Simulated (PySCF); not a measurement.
In(Me)(SH)2 (CH5InS2), SMILES [CH3][In]([SH])[SH]. Atoms are numbered in the order given.

```xyz
9

In     0.2687    -0.0679    -0.0125
C      2.3696    -0.6101    -0.0608
H      2.4836    -1.6470     0.2865
H      2.9335     0.0587     0.6050
H      2.7490    -0.5190    -1.0876
S     -1.1130    -0.0044     1.9905
H     -0.1046    -0.3872     2.8094
S     -0.9694     0.5502    -2.0091
H     -2.1271     0.7512    -1.3370
```
Charge 0, spin multiplicity 1.

Coordinates come from a B3LYP-D3(BJ)/def2-SVP optimisation. The structure was generated by enumeration; whether it is a known compound was not checked. The def2 effective core potentials stand for the cores of In; spin–orbit coupling is left out. The values are those of a single conformer.

Computed with PBE0/def2-TZVP run with PySCF.

Atomic charges (e):

| atom | Löwdin | Mulliken |
|---|---|---|
| In1 | -0.04 | 0.72 |
| C2 | -0.53 | -0.63 |
| H3 | 0.13 | 0.16 |
| H4 | 0.13 | 0.16 |
| H5 | 0.13 | 0.16 |
| S6 | 0.02 | -0.45 |
| H7 | 0.06 | 0.17 |
| S8 | 0.03 | -0.46 |
| H9 | 0.06 | 0.18 |
